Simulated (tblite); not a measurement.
C6H13Si (doublet state).
Structure used (GFN2-xTB), in Å, numbered top down from 1:
```
atom  x, y, z in Å
C1    -2.5305   -0.8136   -0.2020
C2    -1.3591   -0.0123    0.3517
C3    -0.8686    1.0378   -0.5781
C4     0.3643    1.7087   -0.1384
Si5    1.3699    0.2494    0.6413
C6     2.7571   -0.3600   -0.5022
C7    -0.1419   -0.9142    0.6982
H8    -2.8246   -1.5942    0.4971
H9    -2.2591   -1.2818   -1.1465
H10   -3.3865   -0.1641   -0.3745
H11   -1.6725    0.4660    1.2919
H12   -1.1475    1.0117   -1.6172
H13    0.8579    2.2459   -0.9449
H14    0.1593    2.4295    0.6586
H15    1.8937    0.5725    1.9780
H16    2.3915   -0.5526   -1.5064
H17    3.5525    0.3746   -0.5734
H18    3.1940   -1.2796   -0.1264
H19   -0.0596   -1.6941   -0.0608
H20   -0.2953   -1.4190    1.6510
```

Computed with GFN2-xTB (tblite): harmonic, unscaled wavenumbers at the GFN2-xTB geometry, gas phase. This tight-binding method is rough: wavenumbers can miss measured ones by several per cent, in bad cases by 10 to 20. Modes of hydrogen on silicon can be 10 to 20 % off. One conformer, not necessarily the lowest. Open shells enter through the occupations alone, without spin polarisation, and single modes of such species can be off by tens of per cent.

Harmonic wavenumbers (cm⁻¹): 55.0, 114.1, 122.1, 173.0, 207.0, 220.5, 299.4, 352.6, 362.1, 479.7, 506.1, 579.0, 625.7, 653.9, 724.4, 756.0, 763.0, 816.9, 829.5, 838.1, 874.7, 935.3, 1003.5, 1042.9, 1107.2, 1119.3, 1138.4, 1158.6, 1195.5, 1225.1, 1257.9, 1274.0, 1352.5, 1369.1, 1410.2, 1461.3, 1480.2, 1482.9, 1489.5, 1503.4, 1505.0, 2189.2, 2847.3, 2901.6, 2970.4, 2995.0, 3012.6, 3020.5, 3023.1, 3029.8, 3039.7, 3047.3, 3050.1, 3103.5.

A = 3880, B = 1427, C = 1239 MHz; mass 113.079 u (most abundant isotopes); point group C1, symmetry number 1; spin multiplicity 2.

Problem. What is the zero-point energy?

Solution. ½Σν̃ = 37047 cm⁻¹ = 105.92 kcal/mol.

Problem. Entropy at 298.15 K, 1 bar (ideal gas, RRHO, classical rotation)?

Solution. Translation 40.11, rotation 28.24, vibration 25.89, spin (R ln 2) 1.38: S = 95.6 cal/(mol K).

Problem. And Cp and H(298.15 K) − H(0)?

Solution. Cp = 37.92 cal/(mol K), of which vibrations give 29.97 (their classical limit is 54 R = 107.3); H(298.15 K) − H(0) = 6.65 kcal/mol without the zero-point energy, 4.28 from vibrations.

Problem. Which modes carry the vibrational entropy at 298.15 K?

Solution. 55.0 cm⁻¹: 4.63; 114.1 cm⁻¹: 3.20; 122.1 cm⁻¹: 3.07; 173.0 cm⁻¹: 2.40; 207.0 cm⁻¹: 2.07; 220.5 cm⁻¹: 1.95 cal/(mol K); the other 48 give 8.57 together.

Problem. How do the functions run with temperature in this model?

Solution. 
```tsv
T (K)	S (cal/(mol K))	Cp (cal/(mol K))	H − H(0) (kcal/mol)	G − H(0) (kcal/mol)	ln q(vib)
150	75.6	22.4	2.21	-9.14	2.31
250	89.4	32.7	4.95	-17.40	4.65
400	108.3	48.5	11.06	-32.25	8.30
600	131.2	64.8	22.48	-56.24	13.28
900	160.8	80.8	44.51	-100.17	20.50
```

q(vib) and H(0) count from the zero-point level.

Problem. Blend soft modes into free rotors: weight 1/[1 + (100 cm⁻¹/ν̃)⁴] for the oscillator and the rest for a rotor with moment μB/(μ + B), μ = h/(8π²ν), B = 10⁻⁴⁴ kg m². What vibrational entropy results?

Solution. 24.52 cal/(mol K) in place of 25.89, which changes −T·S at 298.15 K by +0.41 kcal/mol.

Hindered rotation and anharmonicity are outside this model. Other conformers, if any are populated, would add a mixing term that is left out. The structure is chiral; the term R ln 2 for an equal mix with its mirror image is left out.

On one thread of an Intel Xeon at 2.60 GHz (shared host), this took 0.91 s. The figure is for the frequency step alone.
